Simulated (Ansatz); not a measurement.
Consider the hydrogenolysis of a Ga–O bond: `[OH][Ga]([F])[Cl]` + H₂ → `[F][GaH][Cl]` + H₂O.

Gas-phase electronic energies from Ansatz, PBE0-D4/def2-TZVP geometries. CCSD(T)/CBS adds triple-zeta CCSD(T) − MP2 to the extrapolated MP2 energy (def2 sets, frozen cores). This one scheme is used for every species. DFT in def2-TZVPP. B3LYP here is the variant with VWN-RPA as its local correlation; programs differ in this. For Ga outer-core shells are correlated without core-valence functions, which leaves a few kJ/mol of doubt a bond. Scalar relativity is left out up to krypton. Each species was taken in one conformer, which may not be the lowest.

`[OH][Ga]([F])[Cl]`:

Z-matrix (Å, degrees):
```
Ga
O 1 1.761
Cl 1 2.115 2 124.1
F 1 1.733 2 117.4 3 180.0
H 2 0.961 1 113.2 3 0.0
```

H₂:

Cartesian coordinates in Å:
```
H 0.004 -0.301 0.220
H -0.004 0.301 -0.220
```

`[F][GaH][Cl]`:

Cartesian coordinates in Å:
```
F -0.139 -1.715 0.085
Ga 0.011 0.005 -0.158
Cl -0.028 1.118 1.648
H 0.156 0.592 -1.575
```

H₂O:

```xyz
3

O    -0.210   -0.051    0.324
H     0.730    0.130    0.260
H    -0.520   -0.079   -0.584
```

**Question.** Is it downhill or uphill in electronic energy at CCSD(T)/CBS, and by how much? (Estimate.)

**Answer.** Computed: Uphill: ΔE = +24.7 kJ/mol.

**Question.** What do these levels give: B3LYP-D4, r2SCAN0-D4, RPA@PBE/def2-TZVPP, CCSD/def2-SVP, CCSD(T)/def2-TZVPP, CCSD/CBS(def2)? (Estimate.)

**Answer.** Computed: B3LYP-D4 23.9, r2SCAN0-D4 24.4, RPA@PBE/def2-TZVPP 29.8, CCSD/def2-SVP 31.7, CCSD(T)/def2-TZVPP 30.1, CCSD/CBS(def2) 20.7 kJ/mol.

Largest T1 diagnostic among the species: 0.014.

From BLYP to BHLYP (50 % exact exchange), in def2-TZVPP and without D4, ΔE moves by −4.9 kJ/mol. In def2-TZVPP, CCSD(T) changes the Hartree–Fock value by +14.1 kJ/mol (the triples alone add +4.0 kJ/mol) and MP2 by +20.6 kJ/mol.
